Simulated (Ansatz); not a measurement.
One change: `[CH3][Ta](=[O])([F])[Cl]` becomes `[CH3][Nb](=[O])([F])[Cl]`.

Ansatz, PBE0-D4/def2-TZVP geometries, multiplicity 1. 

Elements past krypton have def2 core potentials.

```
                                        property  `[CH3][Ta](=[O])([F])[Cl]`
               HOMO energy (PBE/def2-TZVPP) / eV                       -7.75
              HOMO energy (PBE0/def2-TZVPP) / eV                       -9.16
           HOMO–LUMO gap (B3LYP/def2-TZVPP) / eV                        6.55
           LUMO energy (ωB97M-V/def2-TZVPP) / eV                        0.02
               LUMO energy (PBE/def2-TZVPP) / eV                       -2.97
size of the dipole moment (B3LYP/def2-TZVPP) / D                        2.47
```

(1) Give the same properties after the change, and the shifts. (An estimate is asked.)

## Answers

(1) Computed: 
| property | `[CH3][Nb](=[O])([F])[Cl]` | shift |
| --- | --- | --- |
| HOMO energy (PBE/def2-TZVPP) / eV | -7.59 | 0.16 |
| HOMO energy (PBE0/def2-TZVPP) / eV | -9.00 | 0.16 |
| HOMO–LUMO gap (B3LYP/def2-TZVPP) / eV | 5.90 | -0.65 |
| LUMO energy (ωB97M-V/def2-TZVPP) / eV | -0.46 | -0.48 |
| LUMO energy (PBE/def2-TZVPP) / eV | -3.46 | -0.49 |
| size of the dipole moment (B3LYP/def2-TZVPP) / D | 2.19 | -0.28 |

With PBE0 the HOMO rises by 0.16 eV and the LUMO falls by 0.49 eV, so the gap narrows by about 0.65 eV. PBE moves the HOMO by 0.16 eV and ωB97M-V by 0.17 eV. Dipoles are sizes alone; their direction can turn.

Positive LUMOs are unbound, so they and the gaps depend on the basis.

B3LYP here is the variant with VWN-RPA as its local correlation; programs differ in this.
